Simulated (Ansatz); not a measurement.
A nudged elastic band was laid between two geometries of ClGeH3O2 + ClH (9 atoms, charge 0, multiplicity 1).

Level of theory: RKS B3LYP/def2-SVP in Ansatz.

```
movable images  : 9
climbing image  : yes
spring          : 5.0 eV/Å²
optimiser       : quadratic models (default)
start path      : through a guess of the saddle point
force threshold : 0.03 eV/Å
iteration limit : 60
end points      : relaxed
```

Initial state:

```xyz
9
Properties=species:S:1:pos:R:3
Ge 0.064 -0.488 0.095
H 0.505 -0.795 1.522
O 1.352 -0.432 -1.115
H 1.393 -1.219 -1.676
O -0.641 1.149 0.132
H -0.780 1.522 -0.751
Cl -1.414 -1.927 -0.582
Cl 1.112 2.673 2.229
H 0.257 2.222 1.346
```

Final state:

```xyz
9
Properties=species:S:1:pos:R:3
Ge 0.308 0.462 -0.633
H -0.076 0.083 3.502
O 1.192 -0.276 -1.967
H 1.718 -1.047 -1.712
O -0.847 1.581 -1.331
H -1.269 1.221 -2.125
Cl -0.652 -1.093 0.530
Cl 1.574 1.590 0.683
H -0.101 0.184 4.256
```

(1) Which bonds break or form, and what moves?

(2) What energy profile does the band end with?

(3) What is the geometry of the highest image?

Results:

(1) Bonds broken: Ge1–H2, Cl8–H9. Bonds formed: Ge1–Cl8, H2–H9. ClGeH3O2 + ClH becomes Cl2GeH2O2 + H2.

(2) The forces met the threshold. The highest image is number 5 of 0 to 10, 1.93 eV above the first end and 2.12 eV above the last; the last end lies 0.19 eV below the first. Neighbouring images differ by up to 1.3 eV, so the band resolves the path poorly. A vibrational analysis at the climbing image gives one clearly imaginary mode, 1062i cm⁻¹: a first-order saddle point. The orbitals stay closed-shell, which can raise the energy where a bond breaks towards radicals; this wasn't checked here.

```json
{"image": "0", "path coordinate (Å)": "0.00", "energy (eV)": "0.00", "Ge1–H2 (Å)": "1.52", "Cl8–H9 (Å)": "1.31", "Ge1–Cl8 (Å)": "3.95"}
{"image": "1", "path coordinate (Å)": "0.88", "energy (eV)": "0.06", "Ge1–H2 (Å)": "1.52", "Cl8–H9 (Å)": "1.30", "Ge1–Cl8 (Å)": "3.75"}
{"image": "2", "path coordinate (Å)": "1.76", "energy (eV)": "0.21", "Ge1–H2 (Å)": "1.53", "Cl8–H9 (Å)": "1.29", "Ge1–Cl8 (Å)": "3.83"}
{"image": "3", "path coordinate (Å)": "2.63", "energy (eV)": "0.31", "Ge1–H2 (Å)": "1.53", "Cl8–H9 (Å)": "1.29", "Ge1–Cl8 (Å)": "3.68"}
{"image": "4", "path coordinate (Å)": "3.51", "energy (eV)": "0.60", "Ge1–H2 (Å)": "1.54", "Cl8–H9 (Å)": "1.30", "Ge1–Cl8 (Å)": "3.10"}
{"image": "5", "path coordinate (Å)": "4.39", "energy (eV)": "1.93", "Ge1–H2 (Å)": "1.77", "Cl8–H9 (Å)": "1.67", "Ge1–Cl8 (Å)": "2.46"}
{"image": "6", "path coordinate (Å)": "5.28", "energy (eV)": "0.82", "Ge1–H2 (Å)": "2.41", "Cl8–H9 (Å)": "2.26", "Ge1–Cl8 (Å)": "2.20"}
{"image": "7", "path coordinate (Å)": "6.17", "energy (eV)": "0.19", "Ge1–H2 (Å)": "3.06", "Cl8–H9 (Å)": "2.54", "Ge1–Cl8 (Å)": "2.15"}
{"image": "8", "path coordinate (Å)": "7.06", "energy (eV)": "-0.08", "Ge1–H2 (Å)": "3.68", "Cl8–H9 (Å)": "2.83", "Ge1–Cl8 (Å)": "2.15"}
{"image": "9", "path coordinate (Å)": "7.95", "energy (eV)": "-0.17", "Ge1–H2 (Å)": "3.88", "Cl8–H9 (Å)": "3.53", "Ge1–Cl8 (Å)": "2.14"}
{"image": "10", "path coordinate (Å)": "8.84", "energy (eV)": "-0.19", "Ge1–H2 (Å)": "4.17", "Cl8–H9 (Å)": "4.19", "Ge1–Cl8 (Å)": "2.15"}
```

(3) 
```xyz
9
Properties=species:S:1:pos:R:3
Ge 0.182 0.288 0.037
H 0.148 -0.163 1.745
O 1.639 -0.151 -0.852
H 1.486 -0.995 -1.307
O -0.949 1.545 -0.459
H -1.748 1.124 -0.817
Cl -1.065 -1.531 -0.315
Cl 1.471 1.966 1.287
H 0.682 0.621 1.881
```

Run time: 5.7 min on 4 threads of AMD EPYC 7B13 (Zen 3), with other jobs on the host, peak memory 0.34 GiB.
